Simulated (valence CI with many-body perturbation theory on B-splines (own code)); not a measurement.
## Gd13+: calculated level list

Calculated by relativistic CI+MBPT: five valence electrons over a frozen Dirac-Fock core [Kr] 4d10, a basis of 7 s, 7 p, 7 d, 7 f, 4 g, 2 h functions for each j, with the one-electron correlation potential Σ1 (screened to all orders), the two-electron term Σ2, the three-electron term Σ3, Breit, model QED; selected single and double excitations, second order for the rest, scaled by the run's own slope (own B-spline code, finite nucleus).

No measured levels were compared; by estimate terms of the open shell hold to a few per cent of their energy, and close levels can change places; configurations with another count of f electrons can be misplaced by thousands of cm⁻¹. Among the levels kept, up to 1200 cm⁻¹ of a level comes from second order outside the variational space, and about a tenth of that is noise between levels of different J, which matters for small intervals. The lowest computed level is not the ground level that NIST lists (6H°5/2, for many ions itself from theory).

Levels 136 to 180 of 199, with energies above the lowest level, 4f³5s² ⁴I°_9/2. "Leading %" is the weight of the configuration and term that name the level; weights of strongly mixed levels are sums over their largest components and can fall short. In the jj column 3d3/2^4 stands for four electrons in 3d with j = 3/2. Lifetimes count E1, E2, E3, M1 and M2 decay at the calculated energies, and are blank where another channel may lead or the interval is too uncertain; long ones can be off by a factor of two.

| No. | Configuration | Term | J | E (cm⁻¹) | Leading % | Leading jj | Lifetime | g |
| --- | --- | --- | --- | --- | --- | --- | --- | --- |
| 136 | 4f⁴5s | ⁴H | 7/2 | 101820 | 73 | 4f5/2^3 4f7/2 5s (41 %) | 41.2 μs | 0.761 |
| 137 | 4f⁴5s | ⁴H | 9/2 | 102360 | 44 | 4f5/2^2 4f7/2^2 5s (49 %) | 40.6 μs | 1.127 |
| 138 | 4f⁴5s | ⁴H | 11/2 | 102610 | 72 | 4f5/2^2 4f7/2^2 5s (63 %) | 36.3 μs | 1.104 |
| 139 | 4f⁴5s | ⁴F | 9/2 | 102680 | 46 | 4f5/2 4f7/2^3 5s (32 %) | 45.4 μs | 1.192 |
| 140 | 4f⁴5s | ²I | 13/2 | 102990 | 57 | 4f5/2^2 4f7/2^2 5s (58 %) | 79.8 μs | 1.093 |
| 141 | 4f⁴5s | ²F | 7/2 | 103640 | 44 | 4f5/2 4f7/2^3 5s (58 %) | 71.3 μs | 1.017 |
| 142 | 4f⁴5s | ²F | 5/2 | 104250 | 57 | 4f5/2^2 4f7/2^2 5s (42 %) | 42.9 μs | 0.937 |
| 143 | 4f⁴5s | ²F | 5/2 | 104940 | 48 | 4f7/2^4 5s (43 %) | 91.5 μs | 1.032 |
| 144 | 4f⁴5s | ²D | 3/2 | 105050 | 66 | 4f7/2^4 5s (63 %) | 84.8 μs | 0.931 |
| 145 | 4f⁴5s | ²I | 11/2 | 106160 | 52 | 4f5/2^2 4f7/2^2 5s (54 %) | 52.0 μs | 0.999 |
| 146 | 4f⁴5s | ²H | 9/2 | 106560 | 54 | 4f5/2^2 4f7/2^2 5s (36 %) | 49.2 μs | 1.001 |
| 147 | 4f⁴5s | ²I | 11/2 | 106680 | 37 | 4f5/2^2 4f7/2^2 5s (41 %) | 38.1 μs | 1.083 |
| 148 | 4f⁴5s | ⁴D | 1/2 | 107580 | 93 | 4f5/2^3 4f7/2 5s (39 %) | 29.6 μs | 0.053 |
| 149 | 4f⁴5s | ²K | 15/2 | 107960 | 89 | 4f5/2 4f7/2^3 5s (58 %) | 165 μs | 1.070 |
| 150 | 4f⁴5s | ⁴G | 7/2 | 108430 | 46 | 4f5/2^2 4f7/2^2 5s (61 %) | 25.6 μs | 1.055 |
| 151 | 4f⁴5s | ²I | 13/2 | 108610 | 53 | 4f5/2 4f7/2^3 5s (63 %) | 46.4 μs | 1.083 |
| 152 | 4f⁴5s | ⁴G | 5/2 | 108720 | 61 | 4f5/2^2 4f7/2^2 5s (61 %) | 28.4 μs | 0.784 |
| 153 | 4f⁴5s | ⁴F | 9/2 | 108950 | 30 | 4f5/2^3 4f7/2 5s (32 %) | 30.2 μs | 1.131 |
| 154 | 4f⁴5s | ⁴D | 3/2 | 108990 | 86 | 4f5/2^2 4f7/2^2 5s (42 %) | 29.0 μs | 1.143 |
| 155 | 4f⁴5s | ²K | 13/2 | 109160 | 53 | 4f5/2 4f7/2^3 5s (79 %) | 53.4 μs | 1.011 |
| 156 | 4f⁴5s | ²D | 3/2 | 110170 | 79 | 4f5/2 4f7/2^3 5s (50 %) | 76.1 μs | 0.835 |
| 157 | 4f⁴5s | ²D | 5/2 | 110620 | 43 | 4f5/2 4f7/2^3 5s (44 %) | 38.5 μs | 1.165 |
| 158 | 4f⁴5s | ²F | 7/2 | 110670 | 36 | 4f5/2^2 4f7/2^2 5s (47 %) | 25.2 μs | 1.171 |
| 159 | 4f⁴5s | ⁴D | 5/2 | 111410 | 38 | 4f5/2 4f7/2^3 5s (43 %) | 47.1 μs | 1.110 |
| 160 | 4f⁴5s | ⁴G | 11/2 | 112030 | 52 | 4f5/2 4f7/2^3 5s (48 %) | 38.4 μs | 1.174 |
| 161 | 4f⁴5s | ⁴G | 9/2 | 112540 | 45 | 4f5/2^2 4f7/2^2 5s (58 %) | 33.9 μs | 1.127 |
| 162 | 4f⁴5s | ⁴K | 11/2 | 113580 | 83 | 4f5/2^3 4f7/2 5s (40 %) | 27.0 μs | 0.803 |
| 163 | 4f⁴5s | ⁴F | 3/2 | 113640 | 90 | 4f5/2^2 4f7/2^2 5s (51 %) | 25.1 μs | 0.460 |
| 164 | 4f⁴5s | ²F | 7/2 | 113850 | 58 | 4f5/2 4f7/2^3 5s (39 %) | 43.7 μs | 1.195 |
| 165 | 4f⁴5s | ⁴K | 13/2 | 114390 | 79 | 4f5/2^2 4f7/2^2 5s (46 %) | 18.6 μs | 0.992 |
| 166 | 4f⁴5s | ⁴H | 7/2 | 114450 | 57 | 4f5/2^2 4f7/2^2 5s (54 %) | 43.6 μs | 0.883 |
| 167 | 4f⁴5s | ⁴F | 5/2 | 114590 | 73 | 4f5/2 4f7/2^3 5s (62 %) | 27.1 μs | 1.021 |
| 168 | 4f⁴5s | ²H | 9/2 | 114810 | 60 | 4f5/2^2 4f7/2^2 5s (62 %) | 26.6 μs | 1.056 |
| 169 | 4f⁴5s | ⁴F | 7/2 | 115010 | 43 | 4f5/2^2 4f7/2^2 5s (45 %) | 35.6 μs | 1.044 |
| 170 | 4f⁴5s | ⁴K | 15/2 | 115450 | 89 | 4f5/2^2 4f7/2^2 5s (76 %) | 13.3 μs | 1.089 |
| 171 | 4f⁴5s | ⁴K | 17/2 | 115790 | 88 | 4f5/2^2 4f7/2^2 5s (74 %) | 11.5 μs | 1.162 |
| 172 | 4f⁴5s | ⁴H | 9/2 | 115870 | 83 | 4f5/2^2 4f7/2^2 5s (47 %) | 101 μs | 0.977 |
| 173 | 4f⁴5s | ²N | 21/2 | 116480 | 98 | 4f5/2^2 4f7/2^2 5s (59 %) | 59.0 ms | 1.048 |
| 174 | 4f⁴5s | ²N | 19/2 | 116770 | 95 | 4f5/2^2 4f7/2^2 5s (52 %) | 3.10 ms | 0.955 |
| 175 | 4f⁴5s | ²H | 11/2 | 116950 | 48 | 4f5/2 4f7/2^3 5s (48 %) | 53.2 μs | 1.099 |
| 176 | 4f⁴5s | ⁴H | 11/2 | 117200 | 51 | 4f5/2^2 4f7/2^2 5s (45 %) | 44.8 μs | 1.094 |
| 177 | 4f⁴5s | ⁴H | 13/2 | 117720 | 80 | 4f5/2^2 4f7/2^2 5s (43 %) | 102 μs | 1.192 |
| 178 | 4f⁴5s | ²G | 7/2 | 118930 | 59 | 4f5/2 4f7/2^3 5s (42 %) | 28.0 μs | 0.971 |
| 179 | 4f³5s² | ²F° | 7/2 | 120870 | 95 | 4f5/2^2 4f7/2 5s^2 (51 %) | 1.19 ms | 1.139 |
| 180 | 4f⁴5s | ²G | 9/2 | 121840 | 76 | 4f5/2^2 4f7/2^2 5s (58 %) | 28.6 μs | 1.062 |

Names give the largest LS component (configuration and term), which can be under half, so a name can repeat, a term be missing and a line seem to break the LS rules; names also repeat where a configuration has a term twice.

Where two levels of one J and parity lie close, their mixing, g and order are uncertain.
